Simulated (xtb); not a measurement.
xtb input:

```bash
xtb mol.xyz --gfn 2 --ohess tight --chrg -1 --uhf 0
```
mol.xyz:
```
10

Si    -0.14781990     0.19318843     0.49297541
N     -0.53116760     1.60085175    -0.50915725
N     -1.08130932    -1.28647726    -0.07935785
N      1.57560663    -0.23635776     0.51025024
H     -0.56507091     0.47301179     1.88421977
H     -0.28764012     1.33230420    -1.53229397
H     -0.78169955    -1.42141021    -1.03147876
H     -2.08588796    -1.00220458    -0.02544221
H      2.09515801     0.63968919     0.79495207
H      1.84871744    -0.38813681    -0.47463397
```

**Question.** Predict the final energy.

**Answer.** -13.75032 Eh (GFN2-xTB).

It need not be the lowest isomer of its formula. Whether it binds its extra electron was not tested at this geometry.
